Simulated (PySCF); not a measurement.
The scaffold SiH2(OH)-X carries different groups X. All species are isolated molecules in the gas phase. One relaxed conformer stands for each flexible species; it need not be the lowest. Strings in code marks are SMILES.

The four lowest singlet excitations (Tamm–Dancoff). Method: B3LYP-D3(BJ)/def2-TZVP // PBE0-D4/def2-TZVP (PySCF 2.14.0). B3LYP has the VWN-RPA correlation part, as in Gaussian. Excitations are Tamm–Dancoff values on a coarser integration grid. The basis has no diffuse functions, so Rydberg states are missing or too high.

```tsv
state	energy (eV)	wavelength (nm)	oscillator strength
S1	7.17	173	0.010
S2	7.79	159	0.002
S3	8.16	152	0.091
S4	8.61	144	0.013
```

Problem. Name which member gives these states.
A) `O[SiH2]B(O)O`
B) `O[SiH2]O` (H–O–Si–O torsion -66°, O–Si–O–H torsion -66°)
C) `O[SiH2]I` (H–O–Si–I torsion 54°)
D) `C[SiH2]O` (C–Si–O–H torsion 70°)

Solution. D, `C[SiH2]O` (C–Si–O–H torsion 70°)
